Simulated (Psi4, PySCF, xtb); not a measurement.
Approach curve of the dimer H2 ··· HCl (SMILES [H][H] and Cl). Monomers: optimised at B3LYP-D3(BJ) (def2-TZVP), held rigid. Orientation: lowest of the rigid-body minima from ten starts at GFN2-xTB. R is the distance of the centres of mass, along which the second monomer moves.

- GFN1-xTB (xtb)
- RHF/LANL2DZ = restricted Hartree-Fock/LANL2DZ, with its core potentials past Ne, no counterpoise correction (PySCF)
- B3LYP-D3(BJ)/def2-TZVP, counterpoise-corrected (Psi4)
- CCSD(T)/aug-cc-pVDZ = DF-CCSD(T)/aug-cc-pVDZ, frozen core, counterpoise-corrected (Psi4 1.11)

Interaction energies in kJ/mol:

```
R / Å  GFN1-xTB  RHF/LANL2DZ  B3LYP-D3(BJ)/def2-TZVP
-----  --------  -----------  ----------------------
2.73      38.93        61.69                   46.55
2.90      19.68        34.93                   24.67
3.14       6.34        16.34                   10.15
3.30       2.23        10.10                    5.60
3.48      -0.02         6.00                    2.85
3.69      -1.00         3.34                    1.34
4.02      -1.09         1.42                    0.55
4.29      -0.84         0.77                    0.38
4.78      -0.44         0.37                    0.28
5.48      -0.18         0.24                    0.19
6.48      -0.06         0.13                    0.10
7.76      -0.02         0.06                    0.05
```

Q: Predict the corresponding CCSD(T)/aug-cc-pVDZ column.

A: 2.73: 57.32; 2.90: 31.38; 3.14: 13.47; 3.30: 7.65; 3.48: 4.05; 3.69: 1.96; 4.02: 0.71; 4.29: 0.39; 4.78: 0.22; 5.48: 0.16; 6.48: 0.09; 7.76: 0.05 (kJ/mol).
